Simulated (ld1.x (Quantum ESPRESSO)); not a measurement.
## Transferability test, TM potential for Hf (Z = 72)

* Element: Hf
* Generator: ld1.x (Quantum ESPRESSO) 7.5
* Type: norm-conserving Troullier–Martins (Kleinman–Bylander form)
* Functional: LDA (PZ)
* Relativity: scalar-relativistic
* Frozen core: [Kr] 4d10 4f14
* Valence charge: 12
* Reference configuration: 5s2 5p6 5d1 6s0 6p0 (charge +3)
* Partial waves: 5p (bound): rc 2.30 bohr; 5d (bound): rc 2.50 bohr; 5s (bound): rc 1.45 bohr
* Local potential: the s channel
* Core correction: a·sin(br)/r model core, default radius (core density twice the valence density)

Energies are relative to the spin-unpolarised reference configuration 5s2 5p6 5d1 6s0 6p0; without spin polarisation the order of configurations can differ from experiment. Spin-polarised rows fill each open shell by Hund’s rule, majority spin first.

(1) Give the all-electron excitation energy and the error of the potential for: 5s2 5p6 5d2 6s2 6p0; 5s2 5p6 5d2 6s1 6p0; 5s2 5p6 5d2 6s0 6p0; 5s2 5p6 5d2 6s1.5 6p0; 5s2 5p6 5d3 6s1 6p0; 5s2 5p6 5d2 6s0 6p1; 5s2 5p6 5d1 6s2 6p1; 5s2 5p6 5d1 6s0 6p0 (spin-polarised); 5s2 5p6 5d2 6s2 6p0 (spin-polarised).

Results:

(1)

| valence configuration | charge | ΔE all-electron (eV) | error AE − PS (meV) |
| --- | --- | --- | --- |
| 5s2 5p6 5d2 6s2 6p0 | 0 | -44.802 | +522 |
| 5s2 5p6 5d2 6s1 6p0 | +1 | -36.604 | +318 |
| 5s2 5p6 5d2 6s0 6p0 | +2 | -22.102 | -23 |
| 5s2 5p6 5d2 6s1.5 6p0 | +0.5 | -41.453 | +433 |
| 5s2 5p6 5d3 6s1 6p0 | 0 | -42.216 | +190 |
| 5s2 5p6 5d2 6s0 6p1 | +1 | -31.809 | +42 |
| 5s2 5p6 5d1 6s2 6p1 | 0 | -42.716 | +737 |
| 5s2 5p6 5d1 6s0 6p0 (spin-polarised) | +3 | -0.181 | +1.5 |
| 5s2 5p6 5d2 6s2 6p0 (spin-polarised) | 0 | -45.243 | +517 |
